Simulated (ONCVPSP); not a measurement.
## What one change does to a pseudopotential (fluorine (F), ONCV)

```
Element                 : fluorine
Generator               : ONCVPSP 4.0.1
Type                    : optimised norm-conserving Vanderbilt (ONCV)
Functional              : PBE
Relativity              : scalar-relativistic
Frozen core             : [He]
Valence charge          : 7
Reference configuration : 2s2 2p5
Partial waves           : 2s: rc 0.85 bohr, ncon 4, nbas 7, qcut 6.2 1/bohr, local; 2p: rc 1.60 bohr, ncon 3, nbas 8, qcut 7 1/bohr, 1 projector; d scattering state at 0.1 Ha: rc 1.55 bohr, ncon 5, nbas 9, qcut 5.4 1/bohr, 1 projector
Local potential         : the s channel
Core correction         : Teter function, fcfact 4.25, rcfact 1.65
```

Change: s: nbas 8.

Cutoffs: the cutoffs (Ha) at which the residual kinetic energy of the hardest occupied pseudo-wave falls to 1 and 0.1 mHa per electron; they do not see the model core or the augmentation charge, which bear on the density cutoff. Errors are all-electron minus pseudo energies relative to the spin-unpolarised reference configuration.

How do hardness, ghosts and transferability respond?

The potential gets harder (145 Ha and 175 Ha → 206 Ha and 248 Ha); the errors of the 4 common tests hardly move; neither file shows a bound ghost.

| quantity | base | changed |
| --- | --- | --- |
| cutoff, loose | 145 Ha | 206 Ha |
| cutoff, tight | 175 Ha | 248 Ha |
| loose cutoff by channel | s 145 Ha, p 21 Ha | s 206 Ha, p 21 Ha |
| bound ghosts | none | none |
| GHOST(+) flags under 300 eV | none | none |
| error for 2s2 2p4, meV [ΔE 19.39 eV] | +77 | +78 |
| error for 2s2 2p3, meV [ΔE 57.77 eV] | +669 | +675 |
| error for 2s2 2p2, meV [ΔE 118.41 eV] | +2588 | +2610 |
| error for 2s1 2p5, meV [ΔE 38.49 eV] | -236 | -239 |
| s: phases at 0.86 bohr within 0.05 rad from the reference energy up to (Ha; the scan ends near 5) | to the end of the scan | to the end of the scan |
| p: phases at 1.63 bohr within 0.05 rad from the reference energy up to (Ha; the scan ends near 5) | 0.8 | 0.8 |
| d: phases at 1.57 bohr within 0.05 rad from the reference energy up to (Ha; the scan ends near 5) | to the end of the scan | to the end of the scan |
| rms error of d²Exc/dni dnj with the model core, mHa | 2.45 | 2.51 |
